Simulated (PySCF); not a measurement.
(E)-1,2-dibromo-1-chloroethene (C2HBr2Cl), SMILES C(/Cl)(=C/Br)Br.

Coordinates come from a PBE0-D3(BJ)/def2-SVP optimisation.

All values below come from PySCF with PBE/def2-TZVP.

Symmetry labels are those of the subgroup Cs that the program uses (full group Cs).

**Question.** List the valence orbital energies around the gap with their symmetry. (The exact figures need the calculation; the answer reports its results.)

**Answer.** 
| orbital | symmetry | energy (eV) |
|---|---|---|
| HOMO−7 | A" | -10.28 |
| HOMO−6 | A' | -10.04 |
| HOMO−5 | A' | -8.37 |
| HOMO−4 | A" | -8.27 |
| HOMO−3 | A" | -7.87 |
| HOMO−2 | A' | -7.53 |
| HOMO−1 | A' | -7.24 |
| HOMO | A" | -6.10 |
| LUMO | A' | -1.88 |
| LUMO+1 | A" | -1.86 |
| LUMO+2 | A' | -1.25 |
| LUMO+3 | A' | 0.16 |
